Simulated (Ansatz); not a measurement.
`C#[C][In]([F])[F]` + HI → `[F][In]([F])[I]` + `C#C` at 700 K and 1 bar (ligand exchange at the In–C bond).

Gas-phase electronic energies from Ansatz, PBE0-D4/def2-TZVP geometries. CCSD(T)/CBS adds triple-zeta CCSD(T) − MP2 to the extrapolated MP2 energy (def2 sets, frozen cores). This one scheme is used for every species. def2 core potentials past Kr. For I, In outer-core shells are correlated without core-valence functions, which leaves a few kJ/mol of doubt a bond.

| species | CCSD(T)/CBS energy (Eh) | H − E (kJ/mol) | S (J/(mol·K)) |
| --- | --- | --- | --- |
| `C#[C][In]([F])[F]` | -466.09678 | 119.8 | 437.5 |
| HI | -298.03592 | 34.6 | 231.7 |
| `[F][In]([F])[I]` | -686.94930 | 59.9 | 414.5 |
| `C#C` | -77.22717 | 102.1 | 244.4 |

H − E and S are ideal-gas, rigid-rotor, harmonic terms from PBE0-D4/def2-TZVP. 1 Eh = 2625.50 kJ/mol, R = 8.31446 J/(mol·K).

**Question.** By hand: ΔE, ΔH, ΔS and ΔG.

**Answer.** ΔE = (-686.94930) + (-77.22717) − (-466.09678) − (-298.03592) = -0.04377 Eh = -114.9 kJ/mol. Δ(H − E) = 59.9 + 102.1 − 119.8 − 34.6 = 7.6, so ΔH = -107.3 kJ/mol. ΔS = 414.5 + 244.4 − 437.5 − 231.7 = -10.3 J/(mol·K). ΔG = -107.3 − 700 × (-10.3)/1000 = -100.1 kJ/mol.

**Question.** By hand: the equilibrium constant, and the temperature at which ΔG would vanish if ΔH and ΔS stayed fixed.

**Answer.** log₁₀ K = −ΔG/(RT ln 10) = 7.5. ΔG = 0 at ΔH/ΔS = 10417 K, far beyond where these terms or the molecules hold.

The number of gas molecules stays the same, so ΔS is small and ΔH decides. A doubt of 5 kJ/mol in ΔE shifts log₁₀ K by 0.4 here. These are equilibria of isolated gas molecules and say nothing of rates. Largest T1 diagnostic: 0.017 (customary marks: 0.02 for closed shells, 0.045 for open ones).
